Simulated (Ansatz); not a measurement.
Reaction (substitution at a C–C bond): `C/C=C\CC` + `OBCl` → `COBCl` + `C/C=C\C`

Isolated molecules relaxed with PBE0-D4/def2-TZVP in Ansatz; ΔE leaves out vibrations. CBS: MP2 limit from def2 TZ/QZ plus the TZ coupled-cluster correction, frozen cores. This one scheme is used for every species. Double bonds are as drawn, so ΔE can hold a change between cis and trans. DFT in def2-TZVPP. Each species was taken in one conformer, which may not be the lowest.

| species | BHLYP-D4 energy (Eh) |
| --- | --- |
| `C/C=C\CC` | -196.48926 |
| `OBCl` | -561.57958 |
| `COBCl` | -600.86586 |
| `C/C=C\C` | -157.18488 |

**Question.** Work out ΔE.

**Answer.** ΔE = (-600.86586) + (-157.18488) − (-196.48926) − (-561.57958) = 0.01810 Eh = +47.5 kJ/mol. CCSD(T)/CBS gives +54.8 kJ/mol.

Largest T1 diagnostic among the species: 0.012.

In def2-TZVPP, CCSD(T) changes the Hartree–Fock value by +9.9 kJ/mol (the triples alone add +0.7 kJ/mol) and MP2 by +15.4 kJ/mol. From BLYP to BHLYP (50 % exact exchange), in def2-TZVPP and without D4, ΔE moves by +4.4 kJ/mol.
